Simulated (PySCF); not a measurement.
Highest occupied level (eV) of eight silicon and germanium compounds: PBE beside CAM-B3LYP, computed with PySCF for isolated molecules in the bases named; differences from unrounded values. The eight are the first of their class met in an unordered collection, after screening for sound electronic states; none was chosen by its value. Each molecule has one DFT geometry for both levels.

```tsv
molecule	basis	CAM-B3LYP
CH6ClNO2Si, SMILES C([Si](O)(O)Cl)N	def2-TZVP	-8.19
CH7ClOSi2, SMILES [SiH3]CO[SiH2]Cl	def2-TZVP	-9.39
C₄H₁₀OSi, SMILES C[SiH2]C1COC1	def2-TZVP	-8.55
Si(F)2(H)(NHMe) (CH5F2NSi), SMILES [SiH](F)(NC)F	def2-TZVP	-9.00
C2H3Cl2FSi, SMILES FC([SiH3])=C(Cl)Cl	def2-TZVP	-8.71
CH10N2Si3, SMILES N1[Si@H]([SiH2]C[SiH2]1)N	def2-TZVP	-8.47
Cl₂GeH₄Si, SMILES [SiH]([GeH3])(Cl)Cl	def2-TZVP	-9.51
C₃H₁₁NSi₂, SMILES C=CN([SiH3])C[SiH3]	def2-TZVP	-7.14
```

Estimate the PBE values and say how PBE differs from CAM-B3LYP over the set. (An estimate is asked for; the answer gives what the named calculation found.)


| molecule | PBE | difference |
|---|---|---|
| CH6ClNO2Si, SMILES C([Si](O)(O)Cl)N | -5.34 | 2.85 |
| CH7ClOSi2, SMILES [SiH3]CO[SiH2]Cl | -6.60 | 2.78 |
| C₄H₁₀OSi, SMILES C[SiH2]C1COC1 | -5.59 | 2.96 |
| Si(F)2(H)(NHMe) (CH5F2NSi), SMILES [SiH](F)(NC)F | -6.12 | 2.88 |
| C2H3Cl2FSi, SMILES FC([SiH3])=C(Cl)Cl | -6.20 | 2.52 |
| CH10N2Si3, SMILES N1[Si@H]([SiH2]C[SiH2]1)N | -5.78 | 2.69 |
| Cl₂GeH₄Si, SMILES [SiH]([GeH3])(Cl)Cl | -7.05 | 2.46 |
| C₃H₁₁NSi₂, SMILES C=CN([SiH3])C[SiH3] | -4.83 | 2.31 |
PBE lies below CAM-B3LYP in 0 and above it in 8 of the eight; the mean signed difference is 2.68 and the largest 2.96 eV.
